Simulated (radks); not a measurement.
Numerical settings for neutral germanium, [Ar] 3d10 4s2 4p2. Calculated with a radial shooting solver on a logarithmic mesh with Libxc functionals: Dirac Kohn-Sham, LDA (Slater exchange, Perdew-Wang correlation), spin-unpolarised, spherical densities, finite nucleus; open shells fill j = l - 1/2 first; Fermi nuclear charge, rms radius 4.0742 fm. The defaults (mesh step 0.008 in ln r, mesh end at 40 bohr or more with all orbitals vanishing there, Anderson mixing 0.5 over 9 steps, residual threshold near 1e-9 with the energy settled to 1e-9 hartree or 1e-11 of itself, here a cap of 69 iterations) give E = -2095.9954 hartree and 4p1/2 at -4.101 eV in 15 iterations. Run on one thread of a shared host, so times are rough (Arm Neoverse N1): 0.14 s of CPU time, 0.14 s wall, 15 iterations on 2381 mesh points. Changes against that run (0 stands for a change within the tolerance of the run):

[
 {"setting": "mesh step in ln r 0.012", "iterations": "15", "converged": "yes", "E (mhartree)": "0", "e(4p1/2) (meV)": "0", "CPU (s)": "0.1"},
 {"setting": "mesh step in ln r 0.005", "iterations": "15", "converged": "yes", "E (mhartree)": "0", "e(4p1/2) (meV)": "0", "CPU (s)": "0.22"},
 {"setting": "mesh step in ln r 0.02", "iterations": "15", "converged": "yes", "E (mhartree)": "0", "e(4p1/2) (meV)": "0", "CPU (s)": "0.07"},
 {"setting": "mesh end (bohr) 2", "iterations": "13", "converged": "level above zero", "E (mhartree)": "+8.57e+03", "e(4p1/2) (meV)": "+7.88e+04", "CPU (s)": "0.08"},
 {"setting": "mesh end (bohr) 3", "iterations": "14", "converged": "level above zero", "E (mhartree)": "+1.44e+03", "e(4p1/2) (meV)": "+1.97e+04", "CPU (s)": "0.1"},
 {"setting": "residual threshold 0.1", "iterations": "10", "converged": "yes", "E (mhartree)": "0", "e(4p1/2) (meV)": "0", "CPU (s)": "0.12"},
 {"setting": "residual threshold 0.001", "iterations": "10", "converged": "yes", "E (mhartree)": "0", "e(4p1/2) (meV)": "0", "CPU (s)": "0.11"},
 {"setting": "mixing 1", "iterations": "12", "converged": "yes", "E (mhartree)": "0", "e(4p1/2) (meV)": "0", "CPU (s)": "0.13"},
 {"setting": "linear mixing, mixing 1", "iterations": "69", "converged": "no", "E (mhartree)": "+6.84e+04", "e(4p1/2) (meV)": "-4.14e+05", "CPU (s)": "1.8"},
 {"setting": "linear mixing, mixing 0.05", "iterations": "69", "converged": "no", "E (mhartree)": "+0.0805", "e(4p1/2) (meV)": "-56.8", "CPU (s)": "0.47"},
 {"setting": "mixing history 20", "iterations": "20", "converged": "yes", "E (mhartree)": "0", "e(4p1/2) (meV)": "0", "CPU (s)": "0.17"},
 {"setting": "iteration cap 5", "iterations": "5", "converged": "no", "E (mhartree)": "+2.34", "e(4p1/2) (meV)": "+168", "CPU (s)": "0.06"}
]

Settled on a wrong energy, with an occupied level pushed above zero by the early mesh end: mesh end (bohr) 2 (+8.57 hartree); mesh end (bohr) 3 (+1.44 hartree). Apart from these: no run marked as converged misses the energy by more than 1 mhartree. A mesh that ends early acts as a hard wall.
